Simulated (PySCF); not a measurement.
A calculated (UHF, PySCF 2.14, x2c-SVPall, scalar relativity by spin-free X2C-1e) atom or ion has these occupied shells.

```tsv
shell	electrons	orbital energy (eV)	rms radius, mean of both spins (bohr)
1s α	1	-5017.4	0.0805
1s β	1	-5017.4	0.0805
2s α	1	-589.56	0.350
2s β	1	-588.67	0.350
2p α	3	-485.40	0.320
2p β	3	-484.50	0.320
3s α	1	-80.817	1.08
3s β	1	-77.380	1.08
3p α	3	-51.110	1.19
3p β	3	-46.869	1.19
3d α	2	-11.905	1.67
4s α	1	-6.368	4.05
4s β	1	-5.743	4.05
```

**Question.** Name the element and its charge.

**Answer.** Ti (titanium, neutral), in [Ar] 3d2 4s2, high-spin 3F determinant.
